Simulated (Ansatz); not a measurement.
Input and output for the cluster CoW2⁻.

```yaml
crystal:
  periodic: [false, false, false]
  atoms:
    - {symbol: Co, position_ang: [-2.155331, 1.500264, -0.593102]}
    - {symbol: W, position_ang: [-0.245699, 0.389450, 0.086694]}
    - {symbol: W, position_ang: [-0.719670, 2.264486, 1.047807]}
basis:
  gaussian: {orbitals: def2-SVPD}
total_charge: -1
hamiltonian: {xc: {name: wB97X-V}}
output: {forces: true}
```

```sh
$ ansatz run in.yaml --threads 4 --pin off --events-out ev --progress --plain --max-ram 3916MiB
```

It prints (some lines left out):

```
Functional definition: wB97X-V
994 factors; integrals over basis functions are off by at most 8.3e-4 eV
202 factors; integrals over basis functions are off by at most 2.6e-4 eV
mean field evaluation 1: about -41257.3347 eV, gradient 2.1e1 eV
mean field evaluation 2: about -41257.3544 eV, gradient 2.7e1 eV
mean field evaluation 4: about -41258.5719 eV, gradient 2.8e0 eV
mean field evaluation 8: about -41258.7277 eV, gradient 6.4e-1 eV
mean field evaluation 16: about -41258.8839 eV, gradient 8.1e-2 eV
mean field evaluation 32: about -41258.8846 eV, gradient 1.5e-3 eV
mean field evaluation 64: about -41258.8799 eV, gradient 7.8e-1 eV
mean field -41258.88462582 eV, -1516.2360437223 hartree, gradient 4.1e-6 eV, S^2 0.000000; 4 other end points of the search recorded, 0 dependent functions left out
reference -41258.88462450 eV, -1516.2360436741 hartree; 28, 28 occupied and 76, 76 virtual orbitals, 994 factors
Total energy: -41258.88462450 eV, -1516.2360436741 hartree
Atom 0 at    -2.155331     1.500264    -0.593102 Å, force     0.963597    -0.101262     0.667461 eV/Å
Atom 1 at    -0.245699     0.389450     0.086694 Å, force    -0.986992     2.044147     0.687137 eV/Å
Atom 2 at    -0.719670     2.264486     1.047807 Å, force     0.023395    -1.942885    -1.354598 eV/Å
Dipole moment:    -0.091947     0.009729    -0.063642 e Å
```

Run time 18 s (4 threads of Arm Neoverse V2 on a shared host).

In the def2 sets W takes a core potential; there is no spin–orbit coupling. The restricted singlet is unstable towards broken spin symmetry at other levels; at RKS ωB97X-V/def2-SVPD this wasn't settled.

The dipole of an ion depends on the origin.
